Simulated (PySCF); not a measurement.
Cd(Me) (CH₃Cd), SMILES [CH3][Cd] (connectivity only; charge and spin as stated), neutral, multiplicity 2. The structure is a stationary point at B3LYP-D3(BJ)/def2-TZVP. The spin state was assumed, not searched. The isomer is the one that the SMILES or the coordinates give; other isomers of the formula were not compared. The def2 effective core potentials stand for the cores of Cd; spin–orbit coupling is left out.

All values below come from B3LYP-D3(BJ)/def2-TZVP in PySCF.

Harmonic wavenumbers (cm⁻¹): 277, 574, 574, 995, 1434, 1434, 3058, 3179, 3179. Rotational constants (GHz): 152.8, 6.534, 6.534; symmetry number 3.

### Question
Work out the zero-point energy and the ideal-gas rigid-rotor harmonic-oscillator thermochemistry at 298.15 K and 1 atm.

### Answer
ZPE = ½ Σ hcν = ½ × 14705 cm⁻¹ = 87.96 kJ/mol. H − E(el) = 100.10 kJ/mol. Entropy in J/(mol K): translation 169.21, rotation 80.51, vibration 11.17, spin 5.76, total 266.65. G − E(el) = 20.60 kJ/mol. Cp = 51.92 J/(mol K).
